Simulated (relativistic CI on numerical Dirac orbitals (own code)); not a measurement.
Method of calculation: Dirac-Coulomb-Breit CI, orbitals from a KLI potential per configuration, model QED, unscaled Slater integrals (own radial code, finite nucleus).

CI space (outside the closed core [Ar] 3d10): 4s²4p⁶4d, 4s²4p⁵4d², 4s²4p⁶4f, 4s4p⁶4d², 4s²4p⁵4d4f, 4s²4p⁶5s, 4s4p⁶4d4f, 4s²4p⁶5p, 4s²4p⁶5d, 4s²4p⁵4d5s, 4s²4p⁶5f, 4s²4p⁵4d5p, 4s²4p⁶6s, 4s²4p⁶5g, 4s²4p⁶6p, 4s4p⁶4d5s, 4s4p⁶4f5s, 4s²4p⁵4d5d, 4s²4p⁶6d, 4p⁶4d²4f, 4p⁶4d³, 4p⁵4d⁴, 4p⁵4d³4f, 4p⁶4d4f², 4p⁵4d²4f², 4p⁶4f³, 4p⁵4d4f³, 4p⁶4f²5s, 4s4p⁶4f², 4s4p⁵4f³. Double excitations out of closed p, d and f shells are left out; levels of such configurations are missing from the list, as are those of other unlisted configurations, and high levels can miss mixing partners. These lack a partner that the ground configuration has and come out too high: 4s²4p⁵4d5s, 4s²4p⁵4d5p, 4s²4p⁵4d5d, 4s²4p⁶5p, 4s²4p⁶5d.

At this charge energies of transitions that change n are usually good to better than 1 %, and those within a shell (Δn = 0) to a few per cent.

Outline of the computed level scheme of Ba XX. Lowest level of each configuration: 4s²4p⁶4d ²D3/2 at 0.000 eV; 4s²4p⁵4d² ⁴D°1/2 at 86.555 eV; 4s²4p⁶4f ²F°7/2 at 113.272 eV.

Some strong electric-dipole decays among the lowest 45 levels: 4s²4p⁵4d² ²F°5/2 → 4s²4p⁶4d ²D3/2 (1.2e+12 s⁻¹); 4s²4p⁵4d² ²P°1/2 → 4s²4p⁶4d ²D3/2 (8.3e+11 s⁻¹); 4s²4p⁵4d² ²P°1/2 → 4s²4p⁶4d ²D3/2 (1.8e+11 s⁻¹); 4s²4p⁵4d² ⁴D°1/2 → 4s²4p⁶4d ²D3/2 (7.8e+10 s⁻¹); 4s²4p⁵4d² ²P°3/2 → 4s²4p⁶4d ²D5/2 (6.1e+10 s⁻¹); 4s²4p⁵4d² ²D°3/2 → 4s²4p⁶4d ²D3/2 (3.8e+10 s⁻¹); 4s²4p⁵4d² ⁴D°5/2 → 4s²4p⁶4d ²D3/2 (2.2e+10 s⁻¹); 4s²4p⁵4d² ²F°5/2 → 4s²4p⁶4d ²D5/2 (2.1e+10 s⁻¹).

LS names give the leading component of a level, which can be under half, so a name can repeat, a term be missing and a line seem to break the LS rules.
